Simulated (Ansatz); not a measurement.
The inner images of a band of CH$_{9}$BSi$_{3}$ (14 atoms, charge 0, multiplicity 1) are given out of order.

Theory: RKS PBE/def2-SVP in Ansatz.

Image 0:

```xyz
14
Properties=species:S:1:pos:R:3
C -1.740 1.741 0.931
Si -1.069 0.223 0.030
Si 1.493 0.278 0.964
B 0.651 -0.133 -0.672
Si 1.112 -1.755 -1.743
H -2.557 2.170 0.312
H -0.969 2.521 1.078
H -2.180 1.469 1.912
H -2.184 -0.790 -0.090
H 1.124 1.401 1.896
H 2.566 -0.556 1.617
H 2.222 -2.580 -1.134
H 1.586 -1.342 -3.118
H -0.069 -2.675 -1.954
```

Image 6:

```xyz
14
Properties=species:S:1:pos:R:3
C -1.722 1.709 0.549
Si -0.920 -0.006 0.668
Si 1.336 0.044 1.282
B 0.621 -0.531 -0.490
Si 0.971 -1.948 -1.666
H -2.488 1.725 -0.254
H -0.959 2.476 0.312
H -2.210 1.985 1.506
H -1.899 -1.076 1.075
H 1.788 1.473 1.429
H 2.126 -0.885 2.162
H 2.355 -2.404 -2.066
H 0.971 -0.183 -1.740
H 0.015 -2.408 -2.741
```

Put them in order from the first end to the last, with their energies above the first end.
A.
```xyz
14
Properties=species:S:1:pos:R:3
C -1.713 1.767 0.870
Si -1.066 0.137 0.170
Si 1.459 0.225 1.056
B 0.634 -0.244 -0.578
Si 1.114 -1.751 -1.793
H -2.534 2.095 0.196
H -0.932 2.551 0.865
H -2.137 1.668 1.888
H -2.170 -0.892 0.208
H 1.062 1.389 1.926
H 2.515 -0.577 1.772
H 2.285 -2.592 -1.347
H 1.508 -1.125 -3.112
H -0.037 -2.682 -2.092
```
B.
```xyz
14
Properties=species:S:1:pos:R:3
C -1.712 1.731 0.633
Si -0.929 0.006 0.538
Si 1.333 0.080 1.194
B 0.644 -0.441 -0.587
Si 0.969 -1.986 -1.611
H -2.491 1.865 -0.145
H -0.942 2.515 0.494
H -2.184 1.878 1.626
H -1.928 -1.080 0.840
H 1.644 1.531 1.451
H 2.184 -0.822 2.046
H 2.346 -2.515 -1.927
H 1.043 -0.270 -1.880
H 0.010 -2.523 -2.643
```
C.
```xyz
14
Properties=species:S:1:pos:R:3
C -1.690 1.756 0.752
Si -1.018 0.019 0.436
Si 1.418 0.124 1.192
B 0.617 -0.468 -0.426
Si 1.048 -1.794 -1.803
H -2.478 1.931 -0.012
H -0.906 2.525 0.618
H -2.154 1.865 1.751
H -2.090 -1.017 0.661
H 1.305 1.537 1.691
H 2.356 -0.678 2.051
H 2.310 -2.614 -1.733
H 1.319 -0.609 -2.712
H -0.051 -2.606 -2.438
```
D.
```xyz
14
Properties=species:S:1:pos:R:3
C -1.691 1.745 0.702
Si -0.967 0.008 0.471
Si 1.355 0.104 1.178
B 0.639 -0.452 -0.536
Si 1.008 -1.916 -1.698
H -2.481 1.922 -0.058
H -0.915 2.526 0.585
H -2.152 1.848 1.705
H -2.016 -1.047 0.709
H 1.457 1.559 1.551
H 2.267 -0.731 2.037
H 2.348 -2.583 -1.830
H 1.167 -0.427 -2.233
H -0.031 -2.586 -2.552
```
E.
```xyz
14
Properties=species:S:1:pos:R:3
C -1.695 1.762 0.810
Si -1.042 0.061 0.325
Si 1.451 0.177 1.141
B 0.631 -0.365 -0.478
Si 1.087 -1.749 -1.827
H -2.500 1.994 0.079
H -0.911 2.537 0.710
H -2.139 1.804 1.823
H -2.134 -0.970 0.476
H 1.121 1.456 1.862
H 2.448 -0.611 1.950
H 2.289 -2.621 -1.562
H 1.435 -0.871 -3.009
H -0.052 -2.634 -2.272
```

A (+2.5 kJ/mol), E (+11.0 kJ/mol), C (+31.0 kJ/mol), D (+57.3 kJ/mol), B (+42.3 kJ/mol).

The run took 92 s on 2 threads of Intel(R) Xeon(R) 6975P-C (Granite Rapids), with other jobs on the host, peak memory 0.2 GiB.
